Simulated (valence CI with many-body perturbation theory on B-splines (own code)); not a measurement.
**Questions on Hg XL**

Computed by configuration interaction combined with many-body perturbation theory (CI+MBPT): five valence electrons over a frozen Dirac-Fock core [Kr], radial functions for each j: 7 s, 7 p, 8 d, 6 f, 4 g, 1 h, with the one-electron correlation potential Σ1 (screened to all orders), the two-electron term Σ2, the three-electron term Σ3, Breit, model QED; selected single and double excitations, second order for the rest (own B-spline code, finite nucleus).

The last digits are not significant, and no measured levels were compared; by estimate large intervals hold to a few tenths of a per cent, small ones and those within an open d or f shell to about a per cent. Only levels of the ground parity were solved; by the run's estimate the other parity begins above the list, which can be wrong where configurations are misplaced.

Levels are named by their leading jj configuration (3d3/2^4 stands for four electrons in 3d with j = 3/2), which in mixed levels can hold well under half, so a name can repeat and another be missing.

Rates and lifetimes use the calculated energies. Strong lines usually hold to 10 to 20 %, long lifetimes can be off by a factor of two.

Question: What is the ground level?

Answer: (4d3/2^4 4d5/2) J=5/2, composition 26 % 4d5 4P + 24 % 4d5 2D + 17 % 4d5 2F, g = 1.303.

Question: How well does LS coupling describe the low levels?

Answer: Among the lowest 20 levels the leading LS term, summed over configurations, holds 48 % on average. For single configurations the figures are 48 % in LS and 97 % in jj coupling. Terms mix most in the J = 5/2 level at 0 cm⁻¹, where the leading one holds 26 %.

Question: What is the ionisation energy?

Answer: 1840.2 eV; NIST lists 1839 ± 4 eV (theoretical).
